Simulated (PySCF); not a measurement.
Compound: C₈H₄F₂O₂.
Structure used (PBE0-D3(BJ)/def2-SVP), in Å, numbered top down from 1:
```
atom  x, y, z in Å
O1     3.5570   -0.5625   -0.8055
C2     2.8629    0.1162   -0.1259
F3     3.3888    1.0411    0.6873
C4     1.3840    0.0765   -0.0476
C5     0.6693    0.9403    0.7909
C6    -0.7160    0.8651    0.8367
C7    -1.3864   -0.0741    0.0447
C8    -2.8648   -0.1196    0.1319
O9    -3.5577    0.5661    0.8057
F10   -3.3920   -1.0613   -0.6608
C11   -0.6721   -0.9370   -0.7949
C12    0.7131   -0.8609   -0.8414
H13    1.2069    1.6659    1.4021
H14   -1.2992    1.5260    1.4807
H15   -1.2096   -1.6630   -1.4058
H16    1.2963   -1.5209   -1.4862
```

The calculation used TDDFT wB97X-D/def2-SVPD, vertical, gas phase, core orbitals frozen in the response (PySCF).

Transition dipole moments from the ground state, in atomic units and in the frame of the coordinates above (overall signs are arbitrary), for the states with f of 0.002 or more among the lowest 7:

```csv
state,E (hartree),μx,μy,μz
S1,0.1734,0.103,0.441,0.390
S2,0.1923,-0.165,0.004,0.016
S4,0.1939,-1.746,0.038,0.174
S6,0.2493,0.325,-0.853,-0.798
S7,0.2530,1.925,0.112,-0.058
```

Q: Work out the oscillator strengths.

A: f = (2/3) ΔE |μ|² with ΔE in hartree (27.2114 eV).

```
state  |μ|² (au)  |μ| (D)      f
   S1      0.358     1.52  0.041
   S2      0.028     0.42  0.004
   S4      3.082     4.46  0.398
   S6      1.470     3.08  0.244
   S7      3.720     4.90  0.627
```

Q: The point group is C2h. Which irreducible representation does each state belong to?

A: From a totally symmetric ground state, an allowed state transforms like the component of the dipole operator along its μ. Polarised across the twofold axis, so Bu: S1, S2, S4, S6 and S7.

Q: All atoms lie in one plane. Which transitions are polarised in it and which across it?

A: In the plane: S1, S2, S4, S6 and S7. No state is polarised perpendicular to it. In-plane polarisation joins two orbitals of the same parity under reflection in the plane (π with π, or σ with σ, in-plane lone pairs counted as σ); perpendicular polarisation joins orbitals of opposite parity.

Q: What angle do the transition dipoles of S4 and S7 make?

A: |cos θ| = |μa·μb| / (|μa| |μb|) = 0.99, so θ ≈ 6° (taken between 0 and 90°, since the signs are arbitrary).

Q: What peak molar absorption coefficient would the strongest computed level give as a lone Gaussian band 0.4 eV wide at half height?

A: ε(max) = 2.175×10⁸ f / FWHM, with the width in cm⁻¹. S7: 2.175×10⁸ × 0.6274 / 3226 ≈ 42000 L mol⁻¹ cm⁻¹.

One conformer stands for the species.
